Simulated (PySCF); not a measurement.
GeI2, singlet, geometry from GFN2-xTB (core potentials on I). Base run: DF-SVWN5/def2-SV(P) (PySCF).

The PySCF input:
```python
from pyscf import gto, scf, dft

mol = gto.M(
    atom='''
Ge    0.001533   -0.009692    1.226571
I     1.015670   -1.735556   -0.385293
I    -1.016596    1.741408   -0.355278
''',
    basis='def2-sv(p)',
    ecp={'I': 'def2-sv(p)'},
    charge=0,
    spin=0,
    verbose=4,
)

mf = dft.RKS(mol)
mf.xc = 'lda,vwn'
mf = mf.density_fit(auxbasis='def2-universal-jkfit')
mf.kernel()
```

Variants of this job, named by their change:

| change | basis functions | E (Eh) | HOMO (eV) | HOMO-LUMO gap (eV) | dipole (D) | core-seconds (rough) |
|---|---|---|---|---|---|---|
| base | 84 | -2668.27002 | -6.45 | 2.27 | 1.24 | 5 |
| basis = LANL2DZ | 24 | -26.51703 | -6.54 | 2.19 | 1.63 | 0.8 |
| basis = def2-SVP | 84 | -2668.27002 | -6.45 | 2.27 | 1.24 | 6 |
| basis = def2-SVPD | 108 | -2668.27472 | -6.55 | 2.29 | 1.25 | 8 |
| basis = def2-TZVP | 148 | -2668.55743 | -6.50 | 2.27 | 1.25 | 10 |
| basis = def2-TZVPP | 148 | -2668.55743 | -6.50 | 2.27 | 1.25 | 10 |
| basis = def2-TZVPD | 172 | -2668.55837 | -6.51 | 2.28 | 1.28 | 10 |
| basis = def2-QZVP | 239 | -2668.61359 | -6.51 | 2.27 | 1.29 | 30 |
| basis = def2-QZVPP | 253 | -2668.61372 | -6.51 | 2.27 | 1.29 | 40 |

Totals compare only among sets that treat the same electrons; sets with core potentials leave the core out.
